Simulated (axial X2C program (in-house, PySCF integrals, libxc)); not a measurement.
## Nuclear properties of OCoO

Computed with an in-house all-electron X2C program for linear molecules (integrals from PySCF): two-component X2C with atomic mean-field Coulomb and Gaunt terms, Gaussian nuclei, basis O dyall-av3z, Co dyall-v3z with contracted cores.

O–Co–O held linear, with bonds 1.554 and 1.554 Å (near the PBE0 minimum at charge 0 of the determinant lowest at the starting distance; the state shown can have its own minimum elsewhere, held linear; other orders of the atoms were not compared).

Determinant lowest in the PBE0 search, Ω = 1/2 (⟨Sz⟩ = 0.50, ⟨Lz⟩ = 0.00 at PBE0), spin on the atoms O -0.07, Co 0.64, O -0.07:

```tsv
level	A∥/gI O (MHz)	qzz O (a.u.)	A∥/gI Co (MHz)	qzz Co (a.u.)
PBE0	65.4	-1.48	2880	1.58
LDA	58	-1.34	3100	1.23
```

A∥ (defined per Ω) follows by multiplying with gI = μI/(I μN); qzz is the electric field gradient, eQq0 = 234.96 MHz × Q/barn × qzz. The operators were transformed with the bare-nucleus X2C matrices; with these basis sets, hyperfine constants and field gradients can be off by tens of per cent, and where levels differ in sign neither size nor sign is settled.

(1) With gI(17O) = -0.7575, Q(17O) = -0.02558 barn, gI(59Co) = 1.3220, Q(59Co) = 0.42 barn (g factors from the IAEA table of nuclear moments by Stone; Q from Pyykkö, Mol. Phys. 2018), turn the PBE0 values of the first state into constants in MHz.

The molecule was held linear; bending was not examined, so a bent shape may lie lower.

Each state is one determinant with collinear spin. Left out as unconverged or as another state under the same occupation: HF in at least one table. States lie within half an eV, so the first need not be the ground state. Further determinants of the search, some of them spin-mixed, are not shown.

## Answers

(1) A∥(17O) = 65.4 × -0.7575 = -49.5 MHz; eQq0(17O) = 234.96 × (-0.02558) × (-1.48) = 8.9 MHz; A∥(59Co) = 2880 × 1.3220 = 3810 MHz; eQq0(59Co) = 234.96 × (0.42) × (1.58) = 156 MHz.
